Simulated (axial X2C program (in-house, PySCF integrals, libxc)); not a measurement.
**Density and ELF of SbBr**

All values were computed with an axial X2C code built on PySCF integrals. Two-component (2c) means X2C with spin–orbit coupling and atomic mean-field two-electron Coulomb and Gaunt terms. Basis: Sb dyall-cv3z [11s12p8d4f1g], Br dyall-cv3z [8s9p6d4f1g] (cores contracted in-house); Gaussian nuclei, density fitting, unrestricted open shells. Masses: Sb 120.904 u, Br 78.918 u.

PBE0, two-component, state Ω = 1 (⟨Sz⟩ = 0.99, ⟨Lz⟩ = 0.01 at PBE0); Sb at z = 0, Br at z = 2.498 Å.

The maps cover the half plane through the axis: z from -2.4 to 4.8 Å along the bond, ρ from 0.15 to 2.25 Å away from it.

log10 of the density in e/bohr³:

```
 ρ\z  -2.4  -1.8  -1.2  -0.6   0.0   0.6   1.2   1.8   2.4   3.0   3.6   4.2   4.8
0.15  -3.2  -2.3  -1.4  -0.1   1.8  -0.1  -1.1  -0.7   1.3  -0.2  -1.3  -2.3  -3.3
0.45  -3.3  -2.4  -1.5  -0.5   0.4  -0.6  -1.2  -0.8   0.1  -0.6  -1.4  -2.4  -3.4
0.75  -3.4  -2.5  -1.7  -1.0  -0.5  -1.1  -1.4  -1.1  -0.7  -0.9  -1.6  -2.5  -3.5
1.05  -3.5  -2.6  -1.9  -1.4  -1.2  -1.4  -1.7  -1.4  -1.1  -1.3  -1.9  -2.8  -3.7
1.35  -3.6  -2.8  -2.2  -1.7  -1.5  -1.8  -2.0  -1.8  -1.6  -1.7  -2.3  -3.0  -3.8
1.65  -3.8  -3.1  -2.5  -2.1  -1.9  -2.1  -2.4  -2.2  -2.1  -2.2  -2.6  -3.3  -4.1
1.95  -4.0  -3.3  -2.8  -2.4  -2.3  -2.5  -2.7  -2.7  -2.5  -2.6  -3.0  -3.6  -4.3
2.25  -4.3  -3.6  -3.1  -2.8  -2.7  -2.8  -3.1  -3.1  -3.0  -3.1  -3.5  -4.0  -4.7
```

Electron localisation function (collinear form, no current term, damped to 0 at low density):

```
 ρ\z  -2.4  -1.8  -1.2  -0.6   0.0   0.6   1.2   1.8   2.4   3.0   3.6   4.2   4.8
0.15  0.03  0.35  0.51  0.56  0.76  0.57  0.49  0.33  0.41  0.22  0.73  0.30  0.02
0.45  0.03  0.35  0.57  0.33  0.77  0.32  0.48  0.59  0.35  0.30  0.74  0.28  0.02
0.75  0.03  0.35  0.66  0.31  0.33  0.23  0.42  0.75  0.53  0.79  0.71  0.24  0.01
1.05  0.03  0.34  0.73  0.66  0.45  0.45  0.31  0.70  0.84  0.85  0.64  0.18  0.01
1.35  0.02  0.31  0.74  0.85  0.80  0.60  0.20  0.53  0.78  0.77  0.51  0.12  0.00
1.65  0.01  0.24  0.70  0.86  0.85  0.58  0.12  0.30  0.62  0.60  0.34  0.05  0.00
1.95  0.00  0.12  0.58  0.80  0.79  0.47  0.07  0.11  0.37  0.38  0.16  0.01  0.00
2.25  0.00  0.04  0.35  0.64  0.63  0.31  0.03  0.03  0.14  0.15  0.04  0.00  0.00
```

Axial spin density in 10⁻³ e/bohr³:

```
 ρ\z  -2.4  -1.8  -1.2  -0.6   0.0   0.6  1.2   1.8   2.4   3.0   3.6   4.2  4.8
0.15  -0.1  -0.4  -1.8  -0.8  67.4  -0.1  0.0  -3.5  -0.5  -1.6  -1.6  -0.2  0.0
0.45   0.0   0.0   0.7   4.1   7.4   5.4  1.2  -2.5   2.0   2.4  -0.5  -0.1  0.0
0.75   0.0   0.4   3.2  14.6  15.4  14.3  2.2  -1.3   5.5   4.2   0.3   0.0  0.0
1.05   0.1   0.6   3.8  15.7  24.9  14.2  2.3  -0.7   2.6   2.5   0.4   0.0  0.0
1.35   0.1   0.6   3.1  10.5  16.1   9.2  1.7  -0.3   0.7   1.0   0.3   0.0  0.0
1.65   0.1   0.4   2.0   5.7   8.1   4.8  1.1  -0.1   0.2   0.4   0.1   0.0  0.0
1.95   0.1   0.3   1.1   2.7   3.6   2.3  0.6   0.0   0.0   0.1   0.1   0.0  0.0
2.25   0.0   0.2   0.6   1.2   1.6   1.0  0.3   0.0   0.0   0.0   0.0   0.0  0.0
```

One determinant describes the state; a PBE0 search over occupations chose it and may have missed a lower one. Density functionals use the spin component along the axis (collinear). Other states lie close and PBE0, whose exact exchange favours high spin, may order them wrongly; the determinant shown need not be the ground state. The nearest other 2c determinant of the search, Ω = 0, lies 0.37 eV up at the distance of the search. With several unpaired electrons one determinant need not be a pure state. Open-shell Ω = 0 determinants with evenly filled partner blocks cannot be reached by this program, so the Ω shown need not be the lowest component. This is the Ω = 1 component of a π² triplet; the 0⁺ component is not one determinant and can lie lowest.
